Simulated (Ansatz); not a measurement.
Compare A (`BC([SiH3])C#C`) with its isomer B (`B[SiH](C)C#C`).

Program: Ansatz. Geometries: PBE0-D4/def2-TZVP. ΔE: electronic, gas phase. CCSD(T)/CBS is the MP2 limit (def2-TZVPP, def2-QZVPP) plus CCSD(T) − MP2 in def2-TZVPP, frozen cores. DFT in def2-TZVPP. B3LYP here is the variant with VWN-RPA as its local correlation; programs differ in this.

Task: Which isomer does CCSD(T)/CBS put lower? Give the gap. (Estimate.)

Result: Computed: B, by 18.3 kJ/mol.

Task: Give E(B) − E(A) in kJ/mol with ωB97M-V, B3LYP-D4, CCSD(T)/def2-TZVPP, PBE0-D4, PBE-D4, r2SCAN-D4, MP2/def2-TZVPP. (An estimate is asked.)

Result: Ansatz gave: ωB97M-V -11.9, B3LYP-D4 -14.0, CCSD(T)/def2-TZVPP -17.4, PBE0-D4 -12.2, PBE-D4 -11.4, r2SCAN-D4 -14.8, MP2/def2-TZVPP -10.2. None reverses the order clearly.

Largest T1 diagnostic: 0.013.

The D4 term adds +3.6 kJ/mol with B3LYP and +1.7 kJ/mol with PBE0; it sums over pairs of atoms, weighted by their polarisabilities, and B3LYP, whose exchange is more repulsive, gets the larger term. In def2-TZVPP, CCSD(T) changes the Hartree–Fock value by +5.8 kJ/mol (the triples alone add +1.7 kJ/mol) and MP2 by +13.1 kJ/mol.
